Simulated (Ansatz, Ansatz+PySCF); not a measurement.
```yaml
atoms:
  - { symbol: Rh, position_ang: [0.0000, 0.0000, 0.0000] }
  - { symbol: O, position_ang: [0.0000, 0.0000, 1.7846] }
```

Basis set: def2-SVP (spherical functions, with the set's core potentials past Kr). Charge 0, multiplicity 4.

Computed with Ansatz (development build ahead of 0.2.0); each method stands on the lowest determinant of its kind that the runs found. Restricted functionals stand beside restricted open-shell atoms, which can lie above the unrestricted atoms usual in DFT and then raise those values.

(1) Give the atomization energy at this shape (free ground-state atoms in the same class of orbitals less the molecule, no zero-point energy) of quartet RhO by r²SCAN (unrestricted), r²SCAN (restricted open-shell), ωB97X (unrestricted), ωB97X (restricted open-shell), PBE (unrestricted), PBE (restricted open-shell), PBE0 (unrestricted), UHF.

Answers

(1)

| method | atomization energy |
| --- | --- |
| r²SCAN (unrestricted) | 415.4 kJ/mol |
| r²SCAN (restricted open-shell) | 420.5 kJ/mol |
| ωB97X (unrestricted) | 394.1 kJ/mol |
| ωB97X (restricted open-shell) | 391.7 kJ/mol |
| PBE (unrestricted) | 492.5 kJ/mol |
| PBE (restricted open-shell) | 495.7 kJ/mol |
| PBE0 (unrestricted) | 364.2 kJ/mol |
| UHF | -2.3 kJ/mol |

Caution: other spin multiplicities were not run.
